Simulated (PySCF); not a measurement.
Structure problem from calculated spectra and properties.

Formula: C2H11FO2Si4.

* NMR, other nuclei: isotropic shieldings of nuclei other than C and H, by class: 330 (1 O), 337 (1 O), 251 (1 F), 387 (1 Si), 388 (1 Si), 391 (1 Si), 394 (1 Si) ppm [GIAO PBE0/pcSseg-1]
* 13C NMR: chemical shifts (computed TMS as zero) by class: 189.4 (1 C), 125.4 (1 C) ppm [GIAO PBE0/pcSseg-1]
* 1H NMR: chemical shifts (computed TMS as zero) by class: 5.64 (2 H), 5.63 (1 H), 5.17 (3 H), 5.16 (2 H), 5.15 (3 H) ppm [GIAO PBE0/pcSseg-1]
* Dipole: 1.19 D [PBE0/pcSseg-1]
* Rotational structure: rotational constants A, B, C: 2.105, 0.262, 0.251 GHz [GFN2-xTB]

Gas-phase values; electronic properties from PySCF, density fitting. Levels stand in brackets. One conformer (not necessarily the lowest) at the GFN2-xTB geometry, without solvent, vibrations or thermal averaging. GFN2-xTB frequencies show an imaginary mode (23i cm⁻¹), so this geometry is no minimum at that level. NMR classes are plain means over equivalent atoms (diastereotopic ones count apart unless rotation or inversion swaps them), as if these changed places fast.

Q: Propose a structure and show how it fits.

A: Numbering: `[F:1]/[C:2](=[CH:3]\[SiH2:4][O:5][SiH3:6])[SiH2:7][O:8][SiH3:9]`. Its formula, C2H11FO2Si4, gives 1 degree of unsaturation: 0 rings and 1 π bond in the structure found. 2 carbons fall into 2 classes; from least to most shielded: vinylic C–F carbon [C2] (189.4 ppm), alkene CH carbon [C3] (125.4 ppm). Hydrogen classes from least to most shielded: 2 H on an oxygen-bound silicon, Si4 (5.64 ppm), 1 H on an alkene CH carbon, C3 (5.63 ppm), 3 H on an oxygen-bound silicon, Si9 (5.17 ppm), 2 H on an oxygen-bound silicon, Si7 (5.16 ppm), 3 H on an oxygen-bound silicon, Si6 (5.15 ppm). The other shieldings belong to: 330 ppm, siloxane oxygen [O8]; 337 ppm, siloxane oxygen [O5]; 251 ppm, vinyl fluorine [F1]; 387 ppm, oxygen-bound silicon [Si4]; 388 ppm, oxygen-bound silicon [Si9]; 391 ppm, oxygen-bound silicon [Si7]; 394 ppm, oxygen-bound silicon [Si6]. The optimised geometry has point group C1 and is an asymmetric top. Structure: `F/C(=C\[SiH2]O[SiH3])[SiH2]O[SiH3]`. Computed isomers that give other values at the same levels: `C=C[Si@@H](O)[Si@](F)([SiH3])O[SiH3]` (13C chemical shifts (computed TMS as zero) by class: 146.2 (1 C), 139.8 (1 C) ppm). The assignments are read from this structure; whether some other isomer fits the data as well wasn't checked.

The values belong to the conformer `[F:1]/[C:2](=[CH:3]\[SiH2:4][O:5][SiH3:6])[SiH2:7][O:8][SiH3:9]`: C2–C3–Si4–O5 180°, C3–Si4–O5–Si6 7°, F1–C2–Si7–O8 49°, C2–Si7–O8–Si9 -34°.
